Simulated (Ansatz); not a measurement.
Start from `N[Si](O)(O)O` and change one atom or group to get `O[SiH2]O[Si](O)(O)O`.

Ansatz, PBE0-D4/def2-TZVP geometries, multiplicity 1. Each molecule was computed in one conformer, which needn't be the lowest.

| property | `N[Si](O)(O)O` |
| --- | --- |
| HOMO energy (PBE/def2-TZVPP) / eV | -6.06 |
| HOMO–LUMO gap (B3LYP/def2-TZVPP) / eV | 7.53 |
| LUMO energy (PBE/def2-TZVPP) / eV | -0.28 |
| HOMO–LUMO gap (PBE/def2-TZVPP) / eV | 5.78 |
| HOMO energy (ωB97M-V/def2-TZVPP) / eV | -10.02 |
| LUMO energy (PBE0/def2-TZVPP) / eV | 0.59 |

Q: What does the change do to each property? (Estimate.)

A: Ansatz gave: 
```
                             property  `O[SiH2]O[Si](O)(O)O`  shift
    HOMO energy (PBE/def2-TZVPP) / eV                  -6.97  -0.91
HOMO–LUMO gap (B3LYP/def2-TZVPP) / eV                   8.12   0.59
    LUMO energy (PBE/def2-TZVPP) / eV                  -0.67  -0.39
  HOMO–LUMO gap (PBE/def2-TZVPP) / eV                   6.30   0.52
HOMO energy (ωB97M-V/def2-TZVPP) / eV                 -10.79  -0.77
   LUMO energy (PBE0/def2-TZVPP) / eV                   0.21  -0.38
```

With PBE0 the HOMO falls by 0.89 eV and the LUMO falls by 0.38 eV, so the gap widens by about 0.51 eV. PBE moves the HOMO by -0.91 eV and ωB97M-V by -0.77 eV.

B3LYP here is the variant with VWN-RPA as its local correlation; programs differ in this.
